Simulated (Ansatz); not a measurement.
GeH7NSSi, SMILES N[SiH2][S][GeH3].

The structure is a stationary point at B3LYP-D3(BJ)/def2-SVP. The structure was generated by enumeration, and PubChem lists no compound with its InChIKey, so it may never have been made. The values are those of a single conformer.

Two levels are set side by side: PBE/def2-SVPD (Ansatz, a program for electronic structure) and CAM-B3LYP/def2-SVPD (Ansatz). Energy differences of separate SCF runs at the same geometry. Differences are taken from unrounded values.

```json
[
 {"quantity": "vertical singlet–triplet gap (eV)", "CAM-B3LYP": "5.26", "PBE": "4.81", "PBE minus CAM-B3LYP": "-0.45"}
]
```
